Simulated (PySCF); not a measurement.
## Löwdin shares of the frontier orbitals

C6H5F3O.
Structure used (PBE0-D3(BJ)/def2-SVP), in Å, numbered top down from 1:
```xyz
15
C6H5F3O angstrom
C      2.5481   -0.4146    0.0599
C      1.6322    0.5394    0.2704
C      0.1699    0.4571    0.1546
C     -0.5775    1.5505    0.4175
C     -0.4813   -0.8218   -0.2422
O      0.1057   -1.8529   -0.4424
C     -2.0267   -0.8519   -0.4186
F     -2.4250    0.0364   -1.3330
F     -2.4150   -2.0488   -0.8094
F     -2.6478   -0.5642    0.7300
H      2.2784   -1.4265   -0.2399
H      3.6072   -0.1797    0.1915
H      1.9820    1.5343    0.5697
H     -0.0927    2.4839    0.7157
H     -1.6649    1.5627    0.3537
```

The calculation used TDDFT wB97X-D/def2-SVPD, vertical, gas phase, core orbitals frozen in the response in PySCF 2.14.0, density-fitted response routines.

Frontier orbitals with the atoms that hold most of them (Löwdin shares over 4%, at most four atoms; ? is withheld):

| orbital | ε (eV) | atoms |
| --- | --- | --- |
| HOMO-3 | -12.65 | C1 24%, C2 19%, O6 12%, H11 10% |
| HOMO-2 | -11.81 | C3 26%, C2 20%, C4 16%, O6 14% |
| HOMO-1 | -10.24 | O6 52%, C5 10%, C7 8%, C3 8% |
| HOMO | -9.31 | ? |
| LUMO | ? | ? |
| LUMO+1 | 0.94 | C1 25%, C2 19%, C5 13%, C3 10% |
| LUMO+2 | 2.26 | C4 25%, C2 13%, H14 12%, H13 10% |

Question: Which atoms hold the LUMO, and with what shares?

Answer: C4 (bonded to C and 2 H) 27%; O6 (bonded to C) 22%; C5 (bonded to 2 C and O) 21%; C3 (bonded to 3 C) 13%. By element: carbon 61% or more, oxygen 22%.

Question: Which atoms hold the HOMO, and with what shares?

Answer: C1 (bonded to C and 2 H) 29%; C2 (bonded to 2 C and H) 25%; C4 (bonded to C and 2 H) 18%; C3 (bonded to 3 C) 14%.

Question: What is the LUMO energy, and the HOMO–LUMO gap?

Answer: ε(LUMO) = -0.86 eV; the gap is 8.44 eV (0.3103 hartree).

Question: How does S1 compare with the orbital gap of 8.44 eV?

Answer: S1 is at 3.85 eV (f = 0.0003), 4.59 eV below the gap, made of HOMO-1→LUMO (89%). Its leading pair isn't HOMO and LUMO; the energies of that pair differ by 9.37 eV. 

Question: Give energy, strength and leading configuration of S1, S2, S3, S4 and S5, and follow the Löwdin shares of the leading atoms from the occupied to the empty orbital.

Answer: 
- S1 (3.85 eV, f 0.0003), HOMO-1→LUMO (89%): O6 52% → 22%, C5 10% → 21%, C4 at most 8% → 27%
- S2 (4.58 eV, f 0.118), HOMO→LUMO (95%): C1 29% → at most 14%, C2 25% → at most 14%, C4 18% → 27%, O6 at most 15% → 22%
- S3 (6.26 eV, f 0.328), HOMO→LUMO+1 (82%): C1 29% → 25%, C2 25% → 19%
- S4 (6.31 eV, f 0.015), HOMO-1→LUMO+1 (75%): O6 52% → at most 10%, C5 10% → 13%, C1 at most 8% → 25%, C2 at most 8% → 19%
- S5 (6.80 eV, f 0.330), HOMO-2→LUMO (85%): C3 26% → 13%, C2 20% → at most 14%, C4 16% → 27%, O6 14% → 22%

Löwdin shares depend on the basis, the more so with diffuse functions.

One conformer stands for the species.
